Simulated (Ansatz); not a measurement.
C₂H₆BiBr⁺, that is BiMe2Br with one electron fewer. Total charge 1; doublet. Geometry PBE0-D4/def2-SVP, that of the neutral singlet; atoms count from 1.

```xyz
10

Bi   -0.868   -0.962    0.541
C    -1.107    1.243    0.079
H    -0.154    1.746    0.293
H    -1.903    1.666    0.706
H    -1.366    1.358   -0.985
C     1.017   -1.113   -0.709
H     1.503   -2.080   -0.523
H     1.690   -0.294   -0.422
H     0.748   -1.026   -1.773
Br    0.440   -0.538    2.793
```

In the def2 sets Bi takes a core potential; there is no spin–orbit coupling.

**Question.** Estimate the Mulliken populations from the PBE0/def2-TZVP orbitals of Ansatz.

**Answer.** 
```json
{"atom": "Bi1", "charge (e)": "0.89", "spin (α − β)": "0.27"}
{"atom": "C2", "charge (e)": "-0.52", "spin (α − β)": "0.19"}
{"atom": "H3", "charge (e)": "0.20", "spin (α − β)": "0.01"}
{"atom": "H4", "charge (e)": "0.21", "spin (α − β)": "-0.01"}
{"atom": "H5", "charge (e)": "0.20", "spin (α − β)": "0.00"}
{"atom": "C6", "charge (e)": "-0.52", "spin (α − β)": "0.19"}
{"atom": "H7", "charge (e)": "0.21", "spin (α − β)": "-0.01"}
{"atom": "H8", "charge (e)": "0.20", "spin (α − β)": "0.01"}
{"atom": "H9", "charge (e)": "0.20", "spin (α − β)": "0.00"}
{"atom": "Br10", "charge (e)": "-0.06", "spin (α − β)": "0.34"}
```
Mulliken values depend strongly on the basis.

**Question.** Where does the spin sit?

**Answer.** Summed by element: Bi 0.27, C 0.38, H 0.01, Br 0.34, of 1 unpaired in all. Largest on single atoms: Br10 0.34, Bi1 0.27, C2 0.19.

**Question.** And the Mayer bond orders between heavy atoms (over 0.3)?

**Answer.** Bi1–C2 0.87 (2.27 Å); Bi1–C6 0.87 (2.27 Å); Bi1–Br10 1.16 (2.64 Å).
